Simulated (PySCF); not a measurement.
**GeCl₃⁺ at several levels of theory**

All levels use the PBE0 minimum (singlet; Ge–Cl 2.045 Å (×3); Cl–Ge–Cl 120.0° (×3)), basis [Ge def2-TZVP, Cl def2-TZVP], no relativity, density fitting, no spin–orbit coupling, PySCF. For vertical energies the ionised species is a doublet (spins chosen at PBE0 and kept) and the electron-attached one a doublet. Open shells are unrestricted, also as the reference of the correlated levels. A dash marks a value that was not computed or is not defined at that level.

```csv
level,vertical IP (eV),vertical EA (eV),−ε(HOMO) (eV),gap (eV)
PBE0,17.58,6.72,15.45,6.73
HF,18.12,5.62,18.83,13.59
MP2,?,?,–,–
PBE,16.99,6.75,13.99,4.32
r2SCAN,17.28,6.77,14.37,4.87
B3LYP,?,?,?,?
TPSSh,17.30,6.71,14.69,5.50
MN15,17.92,6.69,16.28,7.99
CAM-B3LYP,17.92,6.77,16.82,9.14
```

Fill in the row of B3LYP.

vertical IP (eV) 17.45, vertical EA (eV) 6.81, −ε(HOMO) (eV) 15.14, gap (eV) 6.12.

Fill in the row of MP2.

vertical IP (eV) 17.96, vertical EA (eV) 6.38.
